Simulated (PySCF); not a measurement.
**TDDFT excited states: C6H13BO2**

Compound: C6H13BO2.
SMILES: `CC1(C)OBOC1(C)C`

Method used: TDDFT B3LYP/def2-SVPD, vertical, gas phase, core orbitals frozen in the response (PySCF 2.14.0, density-fitted response routines). The structure is a single PBE0-D3(BJ)/def2-SVP conformer in the gas phase; no vibrational or solvent corrections.

Problem. List the vertical singlet excitations with oscillator strengths and describe the spectrum.

Solution. 

```tsv
state	E (eV)	E (kJ/mol)	λ (nm)	f	|μ| (D)	symmetry	main configurations (H = HOMO, L = LUMO)
S1	7.18	692	172.8	0.0003	0.10	–	H→L (99%)
S2	7.40	714	167.5	0.016	0.75	B	H→L+1 (96%)
S3	7.97	769	155.6	0.0010	0.18	–	H→L+2 (98%)
S4	8.07	778	153.7	0.059	1.39	B	H→L+3 (96%)
S5	8.12	784	152.7	0.0003	0.09	–	H-1→L (99%)
S6	8.14	785	152.4	0.0041	0.36	B	H→L+4 (88%), H-1→L+1 (8%)
S7	8.21	792	151.0	0.019	0.79	B	H-1→L+1 (89%)
S8	8.51	821	145.7	0.0003	0.09	–	H-2→L+1 (54%), H-3→L+1 (42%)
S9	8.65	835	143.3	0.0011	0.18	–	H→L+5 (83%), H→L+6 (8%)
S10	8.75	844	141.7	0.0001	0.06	–	H→L+6 (86%), H→L+5 (10%)
```

Triplets (Tamm–Dancoff): T1 6.61 eV, H→L+1 (93%); T2 7.13 eV, H→L (99%); T3 7.93 eV, H→L+2 (91%); T4 7.93 eV, H-1→L+1 (73%), H-4→L+1 (13%).

The lowest singlet comes at 173 nm (692 kJ/mol) in the vacuum ultraviolet; it is dark (f under 0.0005); its leading configuration is HOMO→LUMO (99%). The most intense listed level is S4 at 8.07 eV (154 nm, f = 0.059), 0.89 eV above S1. Löwdin shares by element: HOMO oxygen 55%, carbon 16% or more (atoms not listed hold the other 29%); LUMO carbon 18% or more, boron 11%, hydrogen 7% or more (atoms not listed hold the other 63%). The oscillator strengths of these states sum to 0.101; summed over the whole spectrum of an exact calculation they would give the number of electrons, 70 (Thomas–Reiche–Kuhn). Weighted by f, the mean energy of these states is 8.00 eV. Of the 10 states listed, 3 reach f = 0.01 and 4 stay under 0.0005. The vertical ionisation energy (ΔSCF) is 9.81 eV, 1.06 eV above S10. Symmetry labels in C2 follow from the direction of the transition dipole and are given only for states with f of 0.002 or more. Singlets were solved by full linear response, triplets in the Tamm–Dancoff approximation.

On one thread, Arm Neoverse V2, no GPU, on a shared host, this took 5.0 min wall.
